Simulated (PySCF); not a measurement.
Species: C4H9Si (doublet state).
Cartesian coordinates in Å at the GFN2-xTB level; atoms count from 1:
```
atom  x, y, z in Å
C1     1.8528    0.4800    0.2517
C2     0.5649   -0.2304    0.6534
C3    -0.3690   -0.4060   -0.5180
C4    -1.8525   -0.7105   -0.2048
Si5   -1.5686    0.9745   -0.9994
H6     2.3753   -0.0868   -0.5161
H7     2.5150    0.5927    1.1074
H8     1.6285    1.4675   -0.1474
H9     0.8107   -1.2122    1.0741
H10    0.0643    0.3443    1.4371
H11    0.0596   -1.0367   -1.2906
H12   -2.0927   -0.7764    0.8500
H13   -2.2812   -1.5394   -0.7522
H14   -1.7079    2.1388   -0.1272
```

The hyperfine couplings belong to this conformer and change with its torsions.

The species is `CC[C@H]1C[SiH]1` [radical].

The calculation used UKS B3LYP, pcH-1 on C H Si, non-relativistic, mean-field spin-orbit, GIAO (PySCF). Isolated species at its GFN2-xTB geometry (one conformer only). The geometry wasn't refined by DFT: couplings that depend on bond lengths, twists or pyramidal angles can differ widely from those at the functional's own minimum, by a factor of two or more for some ions and for spin on atoms past the first row. The SCF solution wasn't tested for stability.

Task: What are g_iso and the isotropic 1H coupling of H14?

Result: g_iso = 2.00555 and a = +148.19 MHz, or +5.279 mT (Mulliken spin population +0.07).

Task: For one electron spin and this one nucleus (I = 1/2, g_N = 5.5857), compare first-order, second-order and exact resonance fields at 3.254 GHz.

Result: First order: B = B0 − a·mI with B0 = 115.924 mT. Second order subtracts a²[I(I+1) − mI²]/(2B0). The exact fields come from the Breit–Rabi levels of H = g μB B Sz − g_N μN B Iz + a S·I.

```
  mI  first order (mT)  second order (mT)  exact (mT)  exact − first order
−1/2           118.564            118.504     118.505               -0.059
+1/2           113.284            113.224     113.223               -0.061
```

Task: What levels remain at zero field?

Result: F = I ± 1/2 = 1 and 0, at a·I/2 = +37.0 MHz and −a(I+1)/2 = -111.1 MHz, that is |a|(I + 1/2) = 148.2 MHz apart; F = 0 lies lower.

Other couplings of abundant isotopes, left aside here: 1 × 1H 27 MHz, 1 × 1H 19 MHz, 1 × 1H 7 MHz, 1 × 1H 3 MHz.

Hardware: Intel Xeon Platinum 8259CL at 2.50 GHz, one thread, no GPU, shared host. Cost: 45 s (with the writing of density and orbital grids), 0.88 GiB resident at most.
